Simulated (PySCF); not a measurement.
C4H4ClF, SMILES C=C(Cl)/C=C\F.

Coordinates come from a B3LYP-D3(BJ)/def2-SVP optimisation. The structure was generated by enumeration; whether it is a known compound was not checked. Other conformers were not sampled.

Two levels are set side by side: TDDFT-PBE/def2-SVPD (PySCF) and TDDFT-PBE0/def2-SVPD (PySCF). Vertical, same geometry. The lowest singlet is HOMO→LUMO 73 %, HOMO−1→LUMO 22 % with PBE and HOMO→LUMO 97 % with the other functional; states are paired by order. Differences are taken from unrounded values.

```
quantity                               TDDFT-PBE
-------------------------------------  ---------
lowest singlet excitation (eV)              5.03
lowest triplet excitation (TDA) (eV)        3.01
first bright state (f over 0.05) (eV)       5.03
its oscillator strength                     0.23
```

Problem. These are the TDDFT-PBE values. What does TDDFT-PBE0 give? (An estimate is asked for; the answer gives what the named calculation found.)

Solution. 
```
quantity                               TDDFT-PBE0  TDDFT-PBE minus TDDFT-PBE0
-------------------------------------  ----------  --------------------------
lowest singlet excitation (eV)               5.48                       -0.46
lowest triplet excitation (TDA) (eV)         2.98                        0.03
first bright state (f over 0.05) (eV)        5.48                       -0.46
its oscillator strength                      0.46                       -0.23
```

Functionals without exact exchange tend to place singlet excitations lower, as here. Differences between two approximate levels are no errors against the true value.

Rough cost on one machine, each run with all the roots and properties that it gave: TDDFT-PBE0 against TDDFT-PBE about 4 times.
